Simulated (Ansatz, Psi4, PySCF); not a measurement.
CH$_{5}$AlO$_{2}$ (SMILES [CH3][Al]([OH])[OH]), singlet, geometry from GFN2-xTB (such geometries of metal compounds can be far from the true shape). Base run: BLYP/6-311G** in PySCF.

Input for PySCF:
```python
from pyscf import gto, scf, dft

mol = gto.M(
    atom='''
Al    0.077495    0.072760    0.005579
C    -1.429124   -1.224157   -0.136255
H    -1.103574   -2.145534   -0.615245
H    -2.255784   -0.816331   -0.712402
H    -1.800166   -1.498175    0.849291
O    -0.039166    1.511442   -0.787356
H    -0.099529    2.338246   -1.240171
O     1.375252   -0.372392    0.916601
H     2.137670   -0.591536    1.429574
''',
    basis='6-311g**',
    charge=0,
    spin=0,
    verbose=4,
)

mf = dft.RKS(mol)
mf.xc = 'blyp'
mf.kernel()
```

The same geometry, method and basis name were run in Ansatz (a program for electronic structure) and Psi4 and PySCF, at each program's defaults and at the settings that a row names. The base is PySCF at its defaults. Differences at the defaults can come from grids, fitting, cores and function types together.

```tsv
code and settings	ΔE vs base (µEh)	basis functions	E (Eh)	SCF cycles	dipole (D)
PySCF, defaults (exact integrals, its default grid, spherical functions)	0.0	110	-434.11340	11	0.99
Psi4, defaults (density fitting with its default set, its default grid, spherical functions)	-27.5	110	-434.11343	10	0.99
Ansatz, defaults (factorised integrals, its default grid, Cartesian functions)	-901	111	-434.11430	-	-
PySCF, density fitting with def2-universal-jkfit	-111	110	-434.11351	11	0.99
PySCF, fine grid	1.8	110	-434.11340	11	0.99
Psi4, exact integrals, spherical functions, fine grid	1.8	110	-434.11340	12	0.99
Ansatz, high accuracy, Cartesian functions as the basis file defines them	-897	111	-434.11430	-	-
```
